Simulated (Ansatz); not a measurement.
The cluster CoS₂⁻, relaxed as a triplet with UKS PBE0-D4/def2-TZVPD in Ansatz, starting from the PBE0-D4/def2-TZVPD geometry of the charge -1 singlet. Force threshold 0.02 eV/Å.

The charge -1 triplet is spin-contaminated (final ⟨S²⟩ up to 2.86, 2.00 for a pure state). At PBE0-D4/def2-TZVPD a quintet of charge -1 lies 0.30 eV below the triplet, each at its own geometry. The structure comes from a short search, and lower isomers may exist.

Start:

```xyz
3

Co    1.085   -0.567   -0.273
S    -0.302    0.252    1.155
S    -0.782    0.315   -0.881
```

```csv
step,energy (eV),largest force component (eV/Å),SCF passes
1,-59286.6415,1.010,59
2,-59286.6871,0.495,33
3,-59286.7020,0.047,33
4,-59286.7021,0.003,38
```

Force components are those of the run's own axes.

End:

Cartesian coordinates in Å:
```
Co 1.133 -0.593 -0.286
S -0.324 0.264 1.173
S -0.809 0.328 -0.887
```

By distances, no bond broke or formed. The bond that changes most is Co1–S2, from 2.15 to 2.23 Å (atoms count from 1).

No frequencies were taken in this run, so the end may be a saddle point.

Hardware: 4 threads of Arm Neoverse V2 on a shared host. Wall time 11 s.
